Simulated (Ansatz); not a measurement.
This geometry of BF2H + ClH (6 atoms, charge 0, multiplicity 1) is a first-order saddle point.

These are results of RKS PBE0-D4/def2-SVPD (Ansatz), not measurements.

```xyz
6
Properties=species:S:1:pos:R:3
B 0.007 0.205 0.020
F 0.035 -0.107 1.541
F 1.159 -0.155 -0.523
H -1.053 -0.058 -0.466
Cl 0.050 2.178 0.547
H 0.061 1.051 1.628
```

Which two structures does it join? (They come from a converged band through this point; their orientation in space is the band's.)

Bonds broken: B1–F2, Cl5–H6. Bonds formed: B1–Cl5, F2–H6. BF2H + ClH becomes BClFH + FH.

Image 0:

```xyz
6
Properties=species:S:1:pos:R:3
B -0.010 -0.357 -0.079
F 0.005 -0.682 1.204
F 1.148 -0.305 -0.706
H -1.042 -0.179 -0.658
Cl 0.040 2.592 0.910
H 0.119 2.045 2.075
```

Image 8:

```xyz
6
Properties=species:S:1:pos:R:3
B 0.008 0.460 -0.411
F 0.019 -0.091 2.064
F 1.148 -0.144 -0.649
H -1.043 -0.098 -0.535
Cl 0.054 2.191 -0.041
H 0.074 0.796 2.318
```

How far does it lie above each of them?

1.05 eV above the first and 0.53 eV above the second. This is the barrier of this one path; another mechanism may lie lower. The orbitals stay closed-shell, which can raise the energy where a bond breaks towards radicals; this wasn't checked here.

Run time: 4.2 min on 2 threads of Arm Neoverse V2, with other jobs on the host, peak memory 0.23 GiB.
